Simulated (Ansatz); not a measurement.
neopentasilane (H₁₂Si₅), singlet, at a GFN2-xTB geometry; Ansatz (a program for electronic structure) with BLYP/STO-3G.

Input for Ansatz:
Ansatz 0.2 input:
```yaml
crystal:
  periodic: [false, false, false]
  atoms:
    - {symbol: Si, position_ang: [-0.39987379, -0.88118962, -2.13497317]}
    - {symbol: Si, position_ang: [0.00008728, 0.00003811, -0.00007686]}
    - {symbol: Si, position_ang: [-0.01936908, 2.34160751, -0.10489889]}
    - {symbol: Si, position_ang: [-1.67154749, -0.72989766, 1.47203667]}
    - {symbol: Si, position_ang: [2.09073072, -0.73054627, 0.76788792]}
    - {symbol: H, position_ang: [-1.68998104, -0.45654750, -2.68313463]}
    - {symbol: H, position_ang: [-0.41130091, -2.34577006, -2.14253522]}
    - {symbol: H, position_ang: [0.61550825, -0.47256910, -3.10822246]}
    - {symbol: H, position_ang: [0.23433488, 2.96233684, 1.19721786]}
    - {symbol: H, position_ang: [-1.30379917, 2.87015447, -0.56972258]}
    - {symbol: H, position_ang: [0.99732510, 2.86932833, -1.01760325]}
    - {symbol: H, position_ang: [-3.00679306, -0.28341603, 1.06836245]}
    - {symbol: H, position_ang: [-1.73661000, -2.19012134, 1.56527369]}
    - {symbol: H, position_ang: [-1.46866158, -0.23902180, 2.83697536]}
    - {symbol: H, position_ang: [2.17817573, -2.19028969, 0.84962613]}
    - {symbol: H, position_ang: [3.18787523, -0.30048259, -0.10188489]}
    - {symbol: H, position_ang: [2.40353971, -0.22377048, 2.10598823]}
basis:
  gaussian:
    orbitals: STO-3G
hamiltonian:
  xc: blyp
```

Task: Predict the main parts of the log of this Ansatz run.

Result: 
```
Functional definition: BLYP
643 factors; integrals over basis functions are off by at most 4.0e-5 eV
mean field evaluation 1: about -39119.1074 eV, gradient 3.1e1 eV
mean field evaluation 2: about -39118.9279 eV, gradient 3.1e1 eV
mean field evaluation 4: about -39122.5432 eV, gradient 1.4e0 eV
mean field evaluation 8: about -39122.4614 eV, gradient 2.9e-4 eV
mean field -39122.46137413 eV, -1437.7239373427 hartree, gradient 2.7e-5 eV, S^2 0.000000; 0 other end points of the search recorded, 0 dependent functions left out
reference -39122.46172058 eV, -1437.7239500743 hartree; 41, 41 occupied and 16, 16 virtual orbitals, 643 factors
Total energy: -39122.46172058 eV, -1437.7239500743 hartree
```
